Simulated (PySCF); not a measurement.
## Aluminium: highly charged ions in a basis for the neutral atom

Al⁶⁺ [He] 2s2 2p3, Al⁷⁺ [He] 2s2 2p2. Computed with PySCF 2.14 in x2c-SVPall (4s3p1d, 18 functions), with the spin-free X2C one-electron Hamiltonian (Gaussian nucleus). No spin-orbit coupling, so a gap to NIST mixes the basis error with missing relativistic terms.

Changed run: basis of the neutral atom used for a highly charged ion. This setting is unsound on purpose.

| species | method | sound run (hartree) | changed run (hartree) | converged |
| --- | --- | --- | --- | --- |
| Al⁶⁺ | UHF | not run | -222.93443 | yes |
| Al⁶⁺ | BP86 | not run | -223.14815 | yes |
| Al⁶⁺ | LDA | not run | -222.09099 | yes |
| Al⁷⁺ | UHF | not run | -213.86037 | yes |
| Al⁷⁺ | BP86 | not run | -214.06108 | yes |
| Al⁷⁺ | LDA | not run | -212.99868 | yes |

Ionisation energy of Al⁶⁺:

```json
{"method": "UHF", "changed run (eV)": "246.92", "NIST (eV)": "241.76 ± 0.09"}
{"method": "BP86", "changed run (eV)": "247.27", "NIST (eV)": "241.76 ± 0.09"}
{"method": "LDA", "changed run (eV)": "247.41", "NIST (eV)": "241.76 ± 0.09"}
```

The contracted functions were made for the neutral atom and can be too rigid for a highly charged ion.
